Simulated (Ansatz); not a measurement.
```yaml
crystal:
  periodic: [false, false, false]
  atoms:
    - {symbol: C, position_ang: [-0.081954, -1.252838, 0.954555]}
    - {symbol: C, position_ang: [0.113051, 0.010146, 0.147128]}
    - {symbol: C, position_ang: [0.195553, -0.247331, -1.341299]}
    - {symbol: O, position_ang: [-0.998349, 0.873892, 0.404038]}
    - {symbol: Si, position_ang: [-1.227060, 2.465064, 0.621079]}
    - {symbol: Cl, position_ang: [0.730697, 3.255518, 0.430027]}
    - {symbol: H, position_ang: [-0.996826, -1.764811, 0.647508]}
    - {symbol: H, position_ang: [0.761874, -1.929841, 0.804411]}
    - {symbol: H, position_ang: [-0.154444, -1.024542, 2.019258]}
    - {symbol: H, position_ang: [1.022404, 0.523744, 0.475801]}
    - {symbol: H, position_ang: [1.029464, -0.917113, -1.562426]}
    - {symbol: H, position_ang: [-0.726575, -0.711714, -1.698656]}
    - {symbol: H, position_ang: [0.352464, 0.685126, -1.886725]}
basis:
  gaussian: {orbitals: def2-mTZVP}
magnetization: {spin_polarized: true, initial_magnetization: 0}
hamiltonian: {xc: {name: PBE0-DH}, pseudopotentials: {relativity: none}}
accuracy: high
```

```sh
$ ansatz run in.yaml --threads 4 --pin off --events-out ev --progress --plain --max-ram 11315MiB
```

Output, abridged:

```
Functional definition: PBE0-DH
3014 factors; integrals over basis functions are off by at most 1.0e-8 eV
mean field evaluation 1: about -25650.3536 eV, gradient 4.1e1 eV
mean field evaluation 2: about -25650.4261 eV, gradient 4.1e1 eV
mean field evaluation 4: about -25657.1927 eV, gradient 9.6e0 eV
mean field evaluation 8: about -25657.5261 eV, gradient 5.0e-1 eV
mean field evaluation 16: about -25657.5273 eV, gradient 2.1e-4 eV
mean field -25657.52729912 eV, -942.8967369459 hartree, gradient 9.1e-8 eV, S^2 0.000000; 2 other end points of the search recorded, 0 dependent functions left out
14 core orbitals not correlated: weight in the atoms' cores, before any rotation towards them, 1.000 or more for the frozen orbitals, at most 0.000 for the correlated occupied ones
reference -25657.52730112 eV, -942.8967370197 hartree; 18, 18 occupied and 114, 114 virtual orbitals, 3014 factors
second order -28.19051272 eV of doubles, -0.00000000 eV of singles
Total energy: -25661.05111522 eV, -943.0262347990 hartree
```

Hardware: 4 threads of an Arm Neoverse V2 on a shared host. Wall time 12 s, peak host memory 1 GiB.
